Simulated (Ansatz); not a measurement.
Strength of the Si–O bond: Si2H6O4 → Si2H5O3 + OH

Species: Si2H6O4 `O[SiH2]O[SiH](O)O`, singlet; Si2H5O3 `O[SiH]O[SiH2]O`, doublet; OH, doublet. 

Shapes, held fixed at every level: PBE0-D4/def2-TZVP. Flexible molecules stand in one conformer, not always the lowest. Programs: Ansatz 0.2.0. Electronic energies: no zero-point or thermal term.

**Question.** Estimate ΔE of this reaction.

**Answer.** The highest level, CCSD(T)/CBS estimate, gives ΔE = +592.6 kJ/mol; the levels span +447.9 to +606.6. The column of differences is taken from that level and isn't an error. Hartree–Fock misses the correlation of the pair that is broken and comes out low. No measured value is set beside it here. Open shells run unrestricted unless RO is named. The CBS estimate extrapolates MP2 from def2-TZVPP and def2-QZVPP and adds CCSD(T) − MP2 in the triple-zeta set, cores frozen.

```csv
level,kind,ΔE (kJ/mol),less CCSD(T)/CBS estimate
HF/def2-TZVPP,Hartree–Fock,+447.9,-144.7
r2SCAN-D4/def2-TZVPP,meta-GGA,+560.7,-31.9
wB97M-V/def2-TZVPP,range-separated hybrid,+588.5,-4.1
B2PLYP/def2-TZVPP,double hybrid,+571.9,-20.7
MP2/def2-TZVPP,perturbation theory,+606.6,+14.0
CCSD(T)/def2-TZVPP,coupled cluster or CI,+577.4,-15.2
CCSD(T)/CBS estimate,coupled cluster or CI,+592.6,0.0
```
